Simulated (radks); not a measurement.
The numbers below are computed, except where a source is named.
Task: All-electron atom: Yb2.5+ in [Xe] 4f11.5 6p2 (fractional occupations, a model configuration). Level of theory: scalar-relativistic Kohn-Sham, PBE, spin-unpolarised, spherical densities, finite nucleus; Fermi nuclear charge, rms radius 5.3108 fm (a radial shooting solver on a logarithmic mesh with Libxc functionals). Some entries of the table are withheld. Estimate them.

orbital  occ.  eigenvalue (eV)  <r> (bohr)  <r^2> (bohr^2)
1s          2        -61275.62     0.01966       0.0005300
2s          2        -10423.97     0.08335        0.008212
2p          6        -9194.201     0.07415        0.006715
3s          2        -2390.318      0.2168         0.05370
3p          6        -2019.490      0.2163         0.05421
3d         10        -1567.519      0.1961         0.04512
4s          2        -510.9643      0.4867          0.2674
4p          6        -388.8097         (1)          0.3031
4d         10        -227.8563      0.5552          0.3574
5s          2         -95.0036       1.153           1.492
5p          6         -64.6224       1.329           1.991
4f       11.5         -50.4863      0.6842          0.5917
6p          2         -18.8912         (2)           12.14

Result: 
(1) 4p <r> (bohr): 0.5162
(2) 6p <r> (bohr): 3.303
